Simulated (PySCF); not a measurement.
GaHFBr, SMILES [Br][GaH][F]. The structure is a stationary point at r2SCAN-D4/def2-TZVP.

Computed equilibrium geometry at r2SCAN-D4/def2-TZVP (PySCF confirms it by a frequency run) as bond lengths and angles, and its point group:
point group Cs.
Atoms: Ga1 H2 F3 Br4. Bond lengths (Å): Ga1–H2 1.538, Ga1–F3 1.745, Ga1–Br4 2.263. Bond angles (°): H2–Ga1–F3 120.2, H2–Ga1–Br4 126.5, F3–Ga1–Br4 113.3.
Charge 0, spin multiplicity 1.
